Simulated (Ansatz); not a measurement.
Molecule: B2, charge 0, multiplicity 3. SMILES: [B][B]
Coordinates optimised at B3LYP-D3(BJ)/def2-TZVP (Ansatz, an electronic-structure program):
```xyz
2

B      0.0000     0.0000    -0.7840
B      0.0000     0.0000     0.7840
```
Charge 0, spin multiplicity 3.

Parts of the frozen-core correlation energy in cc-pVDZ (Ansatz, hartree). Frozen orbitals: 2; correlated occupied orbitals by spin: 4 and 2; virtual: 22 and 24. Open shells are spin-unrestricted. Spin-orbit coupling is left out. Non-relativistic. The program attaches cautions to this run: large difference.

```tsv
term	value
reference (HF)	-49.14412
MP2 opposite-spin	-0.05312
MP2 same-spin	-0.02569
CCSD correlation	-0.11302
(T)	-0.00783
CCSDT minus CCSD(T)	-0.00635
CCSDT(Q) minus CCSD(T)	-0.00817
T1 diagnostic	0.073
largest doubles amplitude	0.160
<S^2> of the reference	2.907
```
